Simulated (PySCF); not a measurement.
Z-matrix (Å, degrees):
```
Mo
O 1 1.7075
O 1 1.7077 2 106.36
O 1 1.8694 2 110.24 3 -119.57
C 4 1.4149 1 138.33 2 58.10
H 5 1.1105 4 108.53 1 -179.70
H 5 1.1122 6 108.75 4 120.64
H 5 1.1122 6 108.77 7 118.70
O 1 1.8695 2 110.48 3 119.97
C 9 1.4146 1 139.09 2 -59.90
H 10 1.1105 9 108.54 1 179.68
H 10 1.1122 11 108.70 9 120.65
H 10 1.1122 11 108.76 12 118.67
```
Charge 0, spin multiplicity 1.

What is the computed LUMO, total energy, HOMO, charge on the central atom (Mulliken), dipole moment and HOMO–LUMO gap (TPSSh-D3(BJ)/def2-TZVP // BP86-D3(BJ)/def2-SVP (PySCF))?


The LUMO is -2.57 eV and the total energy comes out as -449.2577 Ha. The HOMO is -7.76 eV and the charge on the central atom (Mulliken) comes out as 1.82 e. The dipole moment is 2.49 D and the HOMO–LUMO gap is 5.19 eV.
